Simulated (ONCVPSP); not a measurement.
Before and after: ONCV potential for magnesium

* Element: magnesium
* Generator: ONCVPSP 4.0.1
* Type: optimised norm-conserving Vanderbilt (ONCV)
* Functional: BLYP
* Relativity: non-relativistic
* Frozen core: [He]
* Valence charge: 10
* Reference configuration: 2s2 2p6 3s1.5 (charge +0.5)
* Partial waves: 2s+3s: rc 1.25 bohr, ncon 4, nbas 8, qcut 10.6 1/bohr, 2 projectors; 2p: rc 0.65 bohr, ncon 5, nbas 8, qcut 16.3 1/bohr, 2 projectors, debl 1.1 Ha; d scattering state at 0.09 Ha: rc 1.35 bohr, ncon 4, nbas 7, qcut 8.1 1/bohr, 2 projectors, debl 3 Ha
* Local potential: polynomial inside 0.60 bohr (lpopt 5, dvloc0 4 Ha)
* Core correction: none

In the p channel the program set the typed energies aside and used -1.869, 0.250 Ha.

Change: p: qcut 24.6.

Cutoffs: the cutoffs (Ha) at which the residual kinetic energy of the hardest occupied pseudo-wave falls to 1 and 0.1 mHa per electron; they do not see the model core or the augmentation charge, which bear on the density cutoff. Errors are all-electron minus pseudo energies relative to the spin-unpolarised reference configuration.

Task: How do hardness, ghosts and transferability respond?

Result: The potential gets softer (205 Ha and 424 Ha → 191 Ha and 230 Ha); the errors of the 4 common tests hardly move; neither file shows a bound ghost.

```csv
quantity,base,changed
"cutoff, loose",205 Ha,191 Ha
"cutoff, tight",424 Ha,230 Ha
loose cutoff by channel,"s 21 Ha, p 205 Ha","s 21 Ha, p 191 Ha"
bound ghosts,none,none
GHOST(+) flags under 300 eV,none,none
"error for 2s2 2p6 3s2, meV [ΔE -3.09 eV]",0.0,0.0
"error for 2s2 2p6 3s1, meV [ΔE 4.80 eV]",0.0,0.0
"error for 2s2 2p6 3s0, meV [ΔE 19.99 eV]",-0.3,-0.3
"error for 2s2 2p5 3s2, meV [ΔE 55.46 eV]",+60,+53
s: phases at 1.27 bohr within 0.05 rad from the reference energy up to (Ha; the scan ends near 5),to the end of the scan,to the end of the scan
p: phases at 0.66 bohr within 0.05 rad from the reference energy up to (Ha; the scan ends near 5),to the end of the scan,to the end of the scan
d: phases at 1.37 bohr within 0.05 rad from the reference energy up to (Ha; the scan ends near 5),to the end of the scan,to the end of the scan
```
